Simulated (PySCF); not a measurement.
# Deuteron quadrupole couplings in `CO[SiH2]Oc1ccoc1`

Compound: C5H8O3Si.
Z-matrix (Å and degrees, GFN2-xTB geometry), rows numbered from 1:
```
C 
O   1  1.3902
Si  2  1.6102  1  126.61
O   3  1.6168  2   98.19  1  -179.79
C   4  1.3369  3  128.68  2   178.09
C   5  1.4240  4  124.94  3   171.82
C   6  1.3593  5  105.55  4   179.77
O   7  1.3407  6  111.04  5    -0.01
C   8  1.3488  7  107.20  6     0.05
H   1  1.0904  2  108.18  3   172.76
H   1  1.0923  2  111.05  3    52.85
H   1  1.0928  2  110.77  3   -67.53
H   3  1.4651  2  111.96  1   -61.41
H   3  1.4650  2  112.86  1    62.94
H   6  1.0696  5  126.46  4    -0.41
H   7  1.0717  6  131.78  5   179.94
H   9  1.0698  5  131.47  4     0.12
```

Level: PBE0/pcSseg-1 (PySCF, non-relativistic); Q(2H) = 0.00286 b; rigid geometry, the same for H and D, with no vibrational averaging.

**Question.** Rank these positions by the coupling χzz of a deuteron there, largest first.
A. H16 (aromatic hydrogen)
B. H10 (methyl hydrogen)
C. H14 (Si–H hydrogen)
D. H15 (aromatic hydrogen)

**Answer.** D (237 kHz), A (230 kHz), B (202 kHz), C (104 kHz).

**Question.** Give the electric field gradient Vzz (the principal value of largest size), its asymmetry and the 2H coupling at each hydrogen.

**Answer.** 
```tsv
atom	bonded to	bond length (Å)	Vzz (au)	η	χzz (kHz)
H10	C1	1.090	0.3012	0.07	202
H11	C1	1.092	0.2966	0.09	199
H12	C1	1.093	0.2962	0.08	199
H13	Si3	1.465	0.1545	0.04	104
H14	Si3	1.465	0.1549	0.03	104
H15	C6	1.070	0.3525	0.06	237
H16	C7	1.072	0.3417	0.11	230
H17	C9	1.070	0.3481	0.15	234
```

**Question.** Average by the element that carries the hydrogen.

**Answer.** on C: 217 kHz over 6 positions, mean bond length 1.081 Å; on Si: 104 kHz over 2 positions, mean bond length 1.465 Å.

**Question.** How does χzz go with the bond length over the 6 C–H bonds?

**Answer.** A straight-line fit has a slope of -15.5 kHz for each 0.01 Å, with a correlation coefficient of -1.00, over lengths from 1.070 to 1.093 Å. The longer bonds have the smaller couplings here.

The structure is a single GFN2-xTB conformer in the gas phase; no vibrational or solvent corrections. GFN2-xTB bond lengths can be off by several hundredths of an ångström, more for odd bonds, and the gradients follow them. The basis is small and wasn't made for field gradients, so the couplings can be 20 % off.
